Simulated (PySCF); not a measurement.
**Ag (silver, neutral) across methods**

[Kr] 4d9 5s2, 2D determinant (an excited configuration). Computed with PySCF 2.14 in aug-cc-pVDZ-PP with ECP28MDF, with scalar relativity through the core potential. The B2PLYP total includes its PT2 part (frozen core); its orbital energies are those of the SCF part.

| method | E (hartree) | mean ε 4d β (eV) | mean ε 5s α (eV) | mean ε 5s β (eV) | Σ⟨r²⟩ (bohr²) | ⟨S²⟩ |
| --- | --- | --- | --- | --- | --- | --- |
| r2SCAN | -146.8168 | -10.568 | -5.941 | -5.740 | 49.30 | 0.751 |
| PBE | -146.7841 | -10.225 | -5.754 | -5.536 | 49.59 | 0.751 |
| PBE0 | -146.7625 | -12.239 | -6.425 | -6.192 | 49.67 | 0.751 |
| M06-L | -146.8632 | -10.337 | -5.680 | -5.486 | 49.37 | 0.751 |
| B2PLYP | -146.5887 | -14.161 | -6.934 | -6.706 | 50.28 | 0.751 |
| TPSSh | -146.7132 | -11.051 | -5.974 | -5.738 | 49.60 | 0.751 |
| r2SCANh | -146.8006 | -11.336 | -6.206 | -5.998 | 49.37 | 0.751 |
| LDA | -146.5077 | -10.347 | -6.047 | -5.843 | 49.35 | 0.751 |
| UHF | -145.91815 | -17.504 | -7.657 | -7.345 | 51.43 | 0.753 |

Energies and moments cover only the electrons outside the core potential.
